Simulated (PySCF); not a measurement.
An unknown is described by computed data only.

Elements present: C, H, N and Si. Monoisotopic mass: 161.1348 u.

- Dipole: 0.68 D [KT2/pcSseg-1]
- 1H NMR: chemical shifts (computed TMS as zero) by class: 4.79 (1 H), 2.49 (18 H) ppm [GIAO KT2/pcSseg-1]
- 13C NMR: chemical shifts (computed TMS as zero) by class: 37.5 (6 C) ppm [GIAO KT2/pcSseg-1]
- NMR, other nuclei: isotropic shieldings of nuclei other than C and H, by class: 224 (3 N), 389 (1 Si) ppm [GIAO KT2/pcSseg-1]
- Rotational structure: rotational constants A, B, C: 1.117, 1.070, 0.695 GHz [PBE0-D3(BJ)/def2-SVP]

Gas-phase values; electronic properties from PySCF, density fitting. Levels stand in brackets. Isolated species at its PBE0-D3(BJ)/def2-SVP geometry (one conformer only). NMR values are class means; diastereotopic atoms form classes of their own.

Task: Which formula fits the mass and the elements?

Result: C6H19N3Si (calculated 161.1348). No other formula that holds each of these elements comes within 0.0003 u with a fitting electron parity and a possible valence count.

Task: Give a SMILES that accounts for the data.

Result: Numbering: `[CH3:1][N:2]([CH3:3])[SiH:4]([N:5]([CH3:6])[CH3:7])[N:8]([CH3:9])[CH3:10]`. Its formula, C6H19N3Si, gives 0 degrees of unsaturation, so no ring and no π bond. 6 carbons fall into 1 class: N-methyl carbon [C1/C3/C6/C7/C9/C10] (37.5 ppm, 6 C). Hydrogen classes from least to most shielded: 1 H on an SiH silicon, Si4 (4.79 ppm), 18 H on 6 N-methyl carbons, C1/C3/C6/C7/C9/C10 (2.49 ppm, a mean of values up to 0.7 ppm apart in this geometry). The other shieldings belong to: 224 ppm, silicon-bound nitrogen [N2/N5/N8]; 389 ppm, SiH silicon [Si4]. The optimised geometry has point group C1 and is an asymmetric top. Structure: `CN(C)[SiH](N(C)C)N(C)C`. The assignments are read from this structure; whether some other isomer fits the data as well wasn't checked.

The values belong to the conformer `[CH3:1][N:2]([CH3:3])[SiH:4]([N:5]([CH3:6])[CH3:7])[N:8]([CH3:9])[CH3:10]`: C1–N2–Si4–N5 -170°, N2–Si4–N5–C6 -93°, N2–Si4–N8–C9 25°.
